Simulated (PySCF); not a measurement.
# Radial density of Si (silicon, neutral)

MN15, [Ne] 3s2 3p2, high-spin 3P determinant. All numbers are calculated (PySCF 2.14, scalar relativity by spin-free X2C-1e, in cc-pVDZ-DK).

```tsv
r (bohr)	4πr²ρ (e/bohr)	4πr²(ρα − ρβ)
0.00161	0.06452	0.0000
0.00271	0.1733	0.0000
0.00456	0.4468	0.0000
0.00768	1.125	0.0001
0.0129	2.689	0.0002
0.0217	5.860	0.0006
0.0365	10.85	0.0016
0.0614	15.37	0.0054
0.103	14.41	0.0212
0.174	9.844	0.0691
0.292	12.27	0.1295
0.492	13.46	0.0750
0.827	4.930	0.0192
1.39	1.698	0.4857
2.34	1.670	0.8217
3.94	0.4013	0.2702
6.62	0.01245	0.0111
```

Densities and radii are taken from the X2C orbitals without a picture-change correction, which distorts them close to the nucleus.
